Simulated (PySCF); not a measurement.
# Hartree-Fock beside MP2: BGeH4

Calculated results; nothing here was measured. They come from PySCF 2.14.0, an open-source quantum chemistry program, on an isolated molecule that a program drew, which may never have been made. The molecule is BGeH4 (charge 0, doublet), drawn as the SMILES string `[BH2][GeH2]`.

The geometry was optimised and harmonic frequencies were computed with HF and MP2, all in the cc-pVDZ basis, for the commonest isotopes, with a restricted reference for singlets and an unrestricted one otherwise, and a frozen core in MP2. Germanium has the cc-pVDZ-PP basis, with a core potential (ECP10MDF) in place of its 10 inner electrons, and its 3s, 3p and 3d shells are frozen in MP2. Each result is a local minimum of its method.

Geometry at the HF minimum:
```xyz
6
BGeH4, angstrom
B     1.2463   -1.4181   -0.8460
Ge    1.8957   -1.5748    1.0367
H     0.6415   -0.4419   -1.1808
H     1.4668   -2.3031   -1.6199
H     1.6841   -0.5148    2.1131
H     2.6808   -2.7639    1.5813
```

Lengths of the bonds as drawn, in Å (atoms numbered as above):
| bond | HF | MP2 |
|---|---|---|
| B1-Ge2 | 1.998 | 1.990 |
| B1-H3 | 1.196 | 1.204 |
| B1-H4 | 1.196 | 1.204 |
| Ge2-H5 | 1.525 | 1.533 |
| Ge2-H6 | 1.525 | 1.533 |

Rotational constants, in GHz:
| constant | HF | MP2 |
|---|---|---|
| A | 93.97 | 93.28 |
| B | 9.789 | 9.851 |
| C | 8.866 | 8.91 |

Harmonic frequencies in cm^-1, each column in rising order, so a row needn't be the same motion in every method:
| rank | HF | MP2 |
|---|---|---|
| 1 | 178 | 359 |
| 2 | 424 | 401 |
| 3 | 440 | 433 |
| 4 | 626 | 638 |
| 5 | 775 | 738 |
| 6 | 898 | 838 |
| 7 | 946 | 904 |
| 8 | 1243 | ? |
| 9 | 2245 | 2199 |
| 10 | 2250 | 2208 |
| 11 | 2695 | 2640 |
| 12 | 2793 | 2746 |

**Estimate the missing MP2 frequency from the HF column.**

A single factor s that minimises the squared misfit of MP2 against s times HF over the other rows is sum(HF x MP2) / sum(HF^2) = 0.9797, with an rms misfit of 59 cm^-1. For rank 8 it gives 0.9797 x 1243 = 1218 cm^-1. The calculation gives 1180 cm^-1, 38 cm^-1 below the estimate. The drawn bonds are on average 0.4 % longer in MP2 than in HF.
